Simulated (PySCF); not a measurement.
# Radial density of Ga³⁺ (gallium, charge +3)

M06-2X, [Ar] 3d10, closed-shell 1S. Calculation: PySCF 2.14, in 6-31G* (5s4p3d, 32 functions); no relativity, point nucleus.

| r (bohr) | 4πr²ρ (e/bohr) |
| --- | --- |
| 0.000906 | 0.1953 |
| 0.00152 | 0.5395 |
| 0.00256 | 1.441 |
| 0.00431 | 3.638 |
| 0.00725 | 8.605 |
| 0.0122 | 17.91 |
| 0.0205 | 30.54 |
| 0.0345 | 37.57 |
| 0.0581 | 32.08 |
| 0.0977 | 33.66 |
| 0.164 | 43.36 |
| 0.276 | 24.81 |
| 0.465 | 25.38 |
| 0.782 | 19.52 |
| 1.31 | 3.728 |
| 2.21 | 0.2135 |
| 3.72 | 0.004151 |
